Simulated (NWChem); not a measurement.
Total energies of silene (CH$_{4}$Si)

```
Si
C 1 1.7076
H 2 1.0937 1 122.09
H 2 1.0937 3 115.83 1 180.00
H 1 1.4855 2 122.73 3 180.00
H 1 1.4855 5 114.54 2 180.00
```
Charge 0, spin multiplicity 1.

The numbers come from NWChem runs, not from measurements. Structure: optimised with PBE0/def2-SVP, a minimum by its harmonic frequencies.

Basis set: cc-pVDZ (52 functions).

```json
[
 {"method": "RHF", "total energy (Ha)": "-329.05808"},
 {"method": "MP2", "total energy (Ha)": "-329.30212"},
 {"method": "B2PLYP", "total energy (Ha)": "-329.75650"},
 {"method": "PBE", "total energy (Ha)": "-329.72227"},
 {"method": "B3LYP", "total energy (Ha)": "-329.95816"},
 {"method": "r2SCAN", "total energy (Ha)": "-329.87909"},
 {"method": "CCSD(T)", "total energy (Ha)": "-329.34624"}
]
```

Total energies of different functionals aren't comparable as a measure of quality: only differences taken within one method are. 

The correlated methods keep 6 core orbitals frozen. B3LYP has NWChem's definition, with VWN1-RPA local correlation. Coupled-cluster values serve here as a point of comparison, not as the truth.
